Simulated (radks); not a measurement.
Values are calculated unless marked as measured or tabulated.
Problem. Hf I, configuration [Xe] 4f14 5d2 6s2 (the NIST ground configuration). Code: a radial shooting solver on a logarithmic mesh with Libxc functionals. Model: Dirac Kohn-Sham, PBE, spin-unpolarised, spherical densities, finite nucleus; open shells fill j = l - 1/2 first; Fermi nuclear charge, rms radius 5.347 fm. Some entries of the table are withheld. Estimate them.

orbital,occ.,eigenvalue (hartree),r(max) (bohr)
1s1/2,2,-2395.247,0.01190
2s1/2,2,-409.3792,0.06826
2p1/2,2,-391.0589,0.05091
2p3/2,4,-347.2612,0.05754
3s1/2,2,-93.26562,0.1924
3p1/2,2,(1),0.1804
3p3/2,4,(2),0.1940
3d3/2,4,-61.93858,0.1524
3d5/2,6,-59.89145,0.1562
4s1/2,2,-18.77969,0.4379
4p1/2,2,-15.44213,0.4383
4p3/2,4,-13.29445,0.4673
4d3/2,4,-7.80370,0.4659
4d5/2,6,-7.41037,0.4752
5s1/2,2,-2.44603,1.017
5p1/2,2,-1.50255,(3)
5p3/2,4,-1.21764,(4)
4f5/2,6,-0.64207,0.4520
4f7/2,8,-0.57800,0.4572
6s1/2,2,-0.18493,2.913
5d3/2,2,-0.10366,1.663
5d5/2,0,-0.08751,1.727

Solution. 
(1) 3p1/2 eigenvalue (hartree): -85.12662
(2) 3p3/2 eigenvalue (hartree): -75.74069
(3) 5p1/2 r(max) (bohr): 1.100
(4) 5p3/2 r(max) (bohr): 1.187
